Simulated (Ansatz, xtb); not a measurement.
## A geometry optimisation of C3H8BGaO with r2SCAN-D4/def2-SVP

The starting geometry of this gas-phase singlet was built from a drawn formula by distance geometry; its bonds are those of `B[C@@H](C=O)[GaH][CH3]`.

```
atom    x (Å)    y (Å)    z (Å)
   C  -1.2471  -0.1801   0.2644
   C   0.0846  -0.9232   0.2934
   C   0.6222   2.3547   0.8527
   B  -2.3057  -1.2556  -0.3921
  Ga  -0.9804   1.5776  -0.3271
   O   1.0107  -0.4534  -0.3062
   H  -2.2523  -2.3540   0.0085
   H  -2.4916  -1.0257  -1.5218
   H  -1.6099  -0.0686   1.3146
   H   0.1140  -1.8771   0.7824
   H  -2.2768   2.3461  -0.3283
   H   1.3482   3.0285   0.3606
   H   0.3285   2.7663   1.8571
   H   1.2059   1.4042   1.0912
```

Task: Where would you expect an optimisation with r2SCAN-D4/def2-SVP to take it?

Result: A new bond forms, giving a structure given below by its coordinates. Distances that change by over a tenth: C1–Ga5 (1.87 → 2.23 Å). Contacts that close: Ga5–O6 (2.84 → 2.06 Å).

The energy falls by 2.74 eV over 25 steps:

```json
{"step": "1", "E − E(last) (eV)": "2.738"}
{"step": "4", "E − E(last) (eV)": "1.222"}
{"step": "6", "E − E(last) (eV)": "1.093"}
{"step": "9", "E − E(last) (eV)": "0.823"}
{"step": "12", "E − E(last) (eV)": "0.311"}
{"step": "14", "E − E(last) (eV)": "0.097"}
{"step": "17", "E − E(last) (eV)": "0.017"}
{"step": "20", "E − E(last) (eV)": "0.000"}
{"step": "22", "E − E(last) (eV)": "0.000"}
{"step": "25", "E − E(last) (eV)": "0.000"}
```

Final geometry (Å):

```xyz
14

C    -1.0283   -0.7716    0.6951
C     0.2467   -1.0272    0.0999
C     0.3417    2.2750    0.9998
B    -2.2645   -0.7999   -0.1909
Ga   -0.6734    1.2029   -0.2876
O     0.6307   -0.2943   -0.8519
H    -3.3566   -0.6910    0.3148
H    -2.1545   -0.9617   -1.3825
H    -1.1421   -0.9531    1.7723
H     0.9332   -1.8232    0.4581
H    -1.5924    1.6962   -1.4422
H     0.8877    3.0802    0.4833
H    -0.3427    2.7463    1.7237
H     1.0648    1.6611    1.5574
```

From the same start GFN2-xTB ends elsewhere, differing in C1–Ga5 (3.59 against 2.23 Å here).

No frequencies were run, so the end isn't proven a minimum. Run with Ansatz 0.2.0, 78 s on 2 threads of Intel(R) Xeon(R) 6975P-C (Granite Rapids), with other jobs on the host.
